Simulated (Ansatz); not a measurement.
C₂H₁₀OSi₂, SMILES [SiH3][SiH2]CCO.

Coordinates come from a B3LYP-D3(BJ)/def2-SVP optimisation. The values are those of a single conformer.

Two levels are set side by side: PBE/def2-SVPD (Ansatz, a quantum-chemistry and plane-wave program) and CAM-B3LYP/def2-SVPD (Ansatz). Energy differences of separate SCF runs at the same geometry; the states with an electron removed or added have multiplicity 2 and 2. Differences are taken from unrounded values.

```json
[
 {"quantity": "vertical ionisation energy (eV)", "PBE": "9.34"},
 {"quantity": "vertical singlet–triplet gap (eV)", "PBE": "5.83"}
]
```

Q: These are the PBE values. What does CAM-B3LYP give? (An estimate is asked for; the answer gives what the named calculation found.)

A: 
```tsv
quantity	CAM-B3LYP	PBE minus CAM-B3LYP
vertical ionisation energy (eV)	10.15	-0.82
vertical singlet–triplet gap (eV)	6.46	-0.63
```
